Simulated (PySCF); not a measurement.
1,1-difluoroethane cation (C2H4F2), SMILES CC(F)F (connectivity only; charge and spin as stated), charge +1, multiplicity 2.

Geometry: PBE0-D3(BJ)/def2-SVP. The spin state was assumed, not searched.

All values below come from PySCF 2.14.0 with PBE0-D3(BJ)/def2-SVP.

Frequencies are harmonic and unscaled.

Computed normal modes with their intensities:
```
mode  ν (cm⁻¹)  IR (km/mol)  moving atoms (share of kinetic energy)
----  --------  -----------  --------------------------------------
1          195          0.3                                  H 94 %
2          267          6.8                          C 85 %, H 10 %
3          310          0.3                  F 53 %, C 30 %, H 17 %
4          422         26.3                  C 54 %, F 31 %, H 15 %
5          631         12.8                          F 73 %, C 21 %
6          792         10.7                          H 85 %, C 11 %
7          813          3.7                           H 88 %, C 9 %
8         1063          0.9                          H 83 %, C 14 %
9         1215         48.2                           H 91 %, F 9 %
10        1253          8.4                          H 81 %, C 16 %
11        1290        135.0                  C 48 %, F 40 %, H 12 %
12        1340          0.5                          H 87 %, C 11 %
13        1405         13.5                                  H 93 %
14        1470        224.4                          C 70 %, F 25 %
15        2854        118.8                                  H 92 %
16        3039         46.7                                  H 98 %
17        3217         47.2                          H 90 %, C 10 %
18        3265         34.7                          H 89 %, C 11 %
```
